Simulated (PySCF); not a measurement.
TeCl, SMILES [Te]Cl, multiplicity 2. Atoms are numbered in the order given.

```xyz
2

Te     0.0000     0.0000    -0.5765
Cl     0.0000     0.0000     1.7634
```
Charge 0, spin multiplicity 2.

Geometry optimised at B3LYP-D3(BJ)/def2-TZVP. The spin state was assumed, not searched. The def2 effective core potentials stand for the cores of Te; spin–orbit coupling is left out.

These are CAM-B3LYP/def2-TZVPD run with PySCF values and carry that method's errors.

Mulliken values depend strongly on the basis, most of all with diffuse functions as here. ESP charges are fitted to the potential on shells at 1.4 to 2.0 van der Waals radii. Atomic charges (e):

| atom | ESP fit | Mulliken | Mulliken spin |
|---|---|---|---|
| Te1 | 0.14 | 0.26 | 0.95 |
| Cl2 | -0.14 | -0.26 | 0.05 |
